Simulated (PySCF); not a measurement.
Isomers of C5H7NS, one GFN2-xTB conformer each. Single-point energies are computed at PBE0/pcSseg-1 (PySCF, gas phase, no added dispersion term), electronic only.

```json
{"SMILES": "CSc1cc[nH]c1", "GFN2-xTB relative energy (kcal/mol)": "0.0"}
{"SMILES": "N#CCC1CSC1", "GFN2-xTB relative energy (kcal/mol)": "23.0"}
{"SMILES": "Cc1sccc1N", "GFN2-xTB relative energy (kcal/mol)": "2.2"}
{"SMILES": "CNc1ccsc1", "GFN2-xTB relative energy (kcal/mol)": "4.3"}
{"SMILES": "CNc1cccs1", "GFN2-xTB relative energy (kcal/mol)": "3.7"}
{"SMILES": "C#CC(=S)N(C)C", "GFN2-xTB relative energy (kcal/mol)": "32.8"}
```

Conformers: `[CH3:1][S:2][c:3]1[cH:4][cH:5][nH:6][cH:7]1` with C1–S2–C3–C4 180°; `[N:1]#[C:2][CH2:3][CH:4]1[CH2:5][S:6][CH2:7]1` with C2–C3–C4–C5 67°, C3–C4–C5–S6 134°, C4–C5–S6–C7 -11°, C5–S6–C7–C4 11°, C3–C4–C7–S6 -134°; `[CH3:1][NH:2][c:3]1[cH:4][cH:5][s:6][cH:7]1` with C1–N2–C3–C4 28°; `[CH3:1][NH:2][c:3]1[cH:4][cH:5][cH:6][s:7]1` with C1–N2–C3–C4 -20°; `[CH:1]#[C:2][C:3](=[S:4])[N:5]([CH3:6])[CH3:7]` with C2–C3–N5–C6 0°.

Question: What does PBE0/pcSseg-1 give for the same structures?

Answer: 
```csv
SMILES,PBE0/pcSseg-1 E (Eh),PBE0/pcSseg-1 (kcal/mol),GFN2-xTB (kcal/mol),point group
Cc1sccc1N,-647.19544,0.0,2.2,near Cs
CSc1cc[nH]c1,-647.19003,3.4,0.0,Cs
CNc1cccs1,-647.18221,8.3,3.7,C1
CNc1ccsc1,-647.18170,8.6,4.3,C1
N#CCC1CSC1,-647.16384,19.8,23.0,C1
C#CC(=S)N(C)C,-647.11878,48.1,32.8,Cs
```

GFN2-xTB puts CSc1cc[nH]c1 lowest instead; measured from each level's own lowest isomer, the values differ by up to 15.3 kcal/mol (C#CC(=S)N(C)C: 32.8 against 48.1). As drawn, the lowest has an aromatic ring and an N–H bond, which the highest lacks; the highest has a C≡C bond and a C=S bond, which the lowest lacks. Neighbours under 2.5 kcal/mol apart (CNc1cccs1 and CNc1ccsc1) can change places with a better method, another conformer or zero-point energy.

Question: Which frontier levels, dipoles and rotational constants go with these structures?

Answer: 
```
       SMILES  HOMO (eV, PBE0/pcSseg-1)  LUMO (eV)  dipole (D)     A, B, C (MHz)
    Cc1sccc1N                     -5.59       0.05        1.94  3260, 2436, 1408
 CSc1cc[nH]c1                     -5.51       1.05        3.21  5799, 1504, 1204
    CNc1cccs1                     -5.50       0.21        1.89  4801, 1749, 1298
    CNc1ccsc1                     -5.57      -0.11        1.97  6447, 1438, 1194
   N#CCC1CSC1                     -6.68      -0.08        3.09  6633, 1144, 1022
C#CC(=S)N(C)C                     -6.03      -1.68        4.69  2598, 2200, 1209
```

Question: As an exercise, what shares would exp(−E/RT) give at 2000 K from these electronic energies alone (no entropy, no degeneracies)?

Answer: RT = 3.974 kcal/mol: Cc1sccc1N 59.9 %, CSc1cc[nH]c1 25.5 %, CNc1cccs1 7.4 %, CNc1ccsc1 6.8 %, N#CCC1CSC1 0.4 %, C#CC(=S)N(C)C under 0.1 %.
